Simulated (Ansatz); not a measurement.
# Nudged elastic band run: B₂H₃NSi

input.yaml

```yaml
crystal:
  periodic: [false, false, false]
  atoms:
    - { symbol: "N", position_ang: [-1.745069, 0.553215, -1.054751] }
    - { symbol: Si, position_ang: [-0.459798, -0.119573, -0.242342] }
    - { symbol: B, position_ang: [0.83544, 0.142012, 1.228937] }
    - { symbol: B, position_ang: [1.476714, -0.284076, -0.017585] }
    - { symbol: H, position_ang: [-2.531848, -0.181364, -1.176877] }
    - { symbol: H, position_ang: [0.35353, 0.505885, 2.23348] }
    - { symbol: H, position_ang: [2.071041, -0.6161, -0.970873] }
basis:
  gaussian: { orbitals: STO-3G }
hamiltonian:
  xc: pbe
  dispersion: d4
neb:
  order_check: false
  images: 7
  f_tol: 0.5
  max_iterations: 60
  final_atoms:
    - { symbol: "N", position_ang: [-1.92295792, -0.34391371, -0.78259623] }
    - { symbol: Si, position_ang: [-0.36732821, 0.10960285, -0.40998347] }
    - { symbol: B, position_ang: [0.83208573, 0.18305374, 1.19543798] }
    - { symbol: B, position_ang: [1.48246676, -0.29313347, -0.03061725] }
    - { symbol: H, position_ang: [-2.45772728, 0.48473265, -1.23015114] }
    - { symbol: H, position_ang: [0.26400114, 0.48445397, 2.17631046] }
    - { symbol: H, position_ang: [2.16946977, -0.62479703, -0.91841135] }
  initial_path:
    images:
      - { positions_ang: [[-1.745069, 0.553215, -1.054751], [-0.459798, -0.119573, -0.242342], [0.83544, 0.142012, 1.228937], [1.476714, -0.284076, -0.017585], [-2.531848, -0.181364, -1.176877], [0.35353, 0.505885, 2.23348], [2.071041, -0.6161, -0.970873]] }
      - { positions_ang: [[-1.76108246, 0.50870289, -1.04430548], [-0.4345967, -0.06229382, -0.27514901], [0.83357802, 0.13898162, 1.22826178], [1.49001964, -0.29022692, -0.01383579], [-2.56755025, -0.16420356, -1.16776727], [0.34413609, 0.49574095, 2.23016029], [2.09550568, -0.62670216, -0.95737553]] }
      - { positions_ang: [[-1.77709593, 0.46419078, -1.03385996], [-0.40939541, -0.00501463, -0.30795601], [0.83171603, 0.13595123, 1.22758657], [1.50332527, -0.29637784, -0.01008658], [-2.60325251, -0.14704313, -1.15865753], [0.33474218, 0.4855969, 2.22684058], [2.11997037, -0.63730431, -0.94387806]] }
      - { positions_ang: [[-1.79310939, 0.41967867, -1.02341445], [-0.38419411, 0.05226455, -0.34076302], [0.82985405, 0.13292085, 1.22691135], [1.51663091, -0.30252875, -0.00633737], [-2.63895476, -0.12988269, -1.1495478], [0.32534827, 0.47545285, 2.22352088], [2.14443505, -0.64790647, -0.93038059]] }
      - { positions_ang: [[-1.80912286, 0.37516656, -1.01296893], [-0.35899282, 0.10954374, -0.37357003], [0.82799206, 0.12989046, 1.22623614], [1.52993654, -0.30867967, -0.00258816], [-2.67465702, -0.11272225, -1.14043807], [0.31595435, 0.46530879, 2.22020117], [2.16889973, -0.65850863, -0.91688313]] }
      - { positions_ang: [[-1.83758162, 0.19539649, -0.95537575], [-0.36107666, 0.10955851, -0.38267339], [0.82901548, 0.14318128, 1.2185366], [1.5180691, -0.30479312, -0.00959543], [-2.62042458, 0.03664147, -1.16286634], [0.30296605, 0.47009509, 2.20922849], [2.16904224, -0.65008073, -0.91726518]] }
      - { positions_ang: [[-1.86604039, 0.01562642, -0.89778258], [-0.36316051, 0.10957329, -0.39177675], [0.83003889, 0.1564721, 1.21083706], [1.50620165, -0.30090657, -0.0166027], [-2.56619215, 0.1860052, -1.1852946], [0.28997775, 0.47488138, 2.19825582], [2.16918475, -0.64165283, -0.91764724]] }
      - { positions_ang: [[-1.89449916, -0.16414364, -0.8401894], [-0.36524436, 0.10958807, -0.40088011], [0.83106231, 0.16976292, 1.20313752], [1.49433421, -0.29702002, -0.02360997], [-2.51195971, 0.33536893, -1.20772287], [0.27698945, 0.47966767, 2.18728314], [2.16932726, -0.63322493, -0.9180293]] }
      - { positions_ang: [[-1.92295792, -0.34391371, -0.78259623], [-0.36732821, 0.10960285, -0.40998347], [0.83208573, 0.18305374, 1.19543798], [1.48246676, -0.29313347, -0.03061725], [-2.45772728, 0.48473265, -1.23015114], [0.26400114, 0.48445397, 2.17631046], [2.16946977, -0.62479703, -0.91841135]] }
```

Launched with:

```bash
$ ansatz run input.yaml --threads 1 --pin off --max-ram 2048MiB --backend cpu --events-out ev --progress --plain --runs-dir out
```

Output, in part (warnings, iteration lines, the closing report on the highest movable image, with atoms numbered from 0):

```
NEB end point (image 0): max|allowed force component| = 1.090e-2 eV/Å (the criterion of neb.relax_end_points is 1.000e-1)
NEB end point (image 8): max|allowed force component| = 6.963e-3 eV/Å (the criterion of neb.relax_end_points is 1.000e-1)
NEB iter   1: max|band force component| = 2.958e1 eV/Å  barrier→ = 3.5408 eV  barrier← = 3.5421 eV  Δτ_max = 0.1996 Å  (226 SCF iters)
NEB iter   2: max|band force component| = 9.353e-1 eV/Å  barrier→ = 0.5351 eV  barrier← = 0.5364 eV  Δτ_max = 0.1904 Å  (189 SCF iters)
NEB iter   3: max|band force component| = 6.943e-1 eV/Å  barrier→ = 0.5302 eV  barrier← = 0.5315 eV  Δτ_max = 0.1880 Å  (197 SCF iters)
NEB iter   4: max|band force component| = 8.416e-1 eV/Å  barrier→ = 0.5648 eV  barrier← = 0.5660 eV  Δτ_max = 0.0551 Å  (204 SCF iters)
NEB iter   5: max|band force component| = 2.936e-1 eV/Å  barrier→ = 0.5422 eV  barrier← = 0.5435 eV  CI = image 5  Δτ_max = 0.0000 Å  (375 SCF iters)
Total energy: -10628.00930906 eV, -390.5721381844 hartree
Atom 0 at    -1.824405     0.014435    -0.883876 Å, force     0.090149    -0.223698     0.210754 eV/Å
Atom 1 at    -0.376899    -0.134993    -0.347719 Å, force     0.155953     0.207785    -0.143458 eV/Å
Atom 2 at     0.881614     0.166060     1.218235 Å, force    -0.045768    -0.065386     0.055663 eV/Å
Atom 3 at     1.546183    -0.251394    -0.011437 Å, force    -0.036904    -0.034931     0.066875 eV/Å
Atom 4 at    -2.751289     0.289483    -1.252587 Å, force    -0.127368     0.087674    -0.126113 eV/Å
Atom 5 at     0.293045     0.499710     2.175865 Å, force     0.013162     0.031109    -0.008429 eV/Å
Atom 6 at     2.231760    -0.583302    -0.898492 Å, force    -0.049224    -0.002553    -0.055291 eV/Å
Dipole moment:    -0.575117     0.046306    -0.295669 e Å
```

The forces met the threshold. The threshold of 0.5 eV/Å is loose, so the images may lie well off the minimum-energy path. The order of the point at the top wasn't checked. Limits of this set-up: minimal basis.

Final band (atoms are numbered from 1 in the order of the input):

```tsv
image	path coordinate (Å)	energy (kcal/mol)	angle H5–N1–Si2 (°)
0	0.00	0.0	110
1	0.21	0.1	111
2	0.42	1.4	123
3	0.62	6.2	143
4	0.83	11.3	166
5	1.05	12.5	170
6	1.26	8.5	148
7	1.47	2.4	127
8	1.68	0.0	110
```

Run time: 96 s on 1 thread of AMD EPYC (Zen 3) (shared host), peak memory 0.098 GiB.
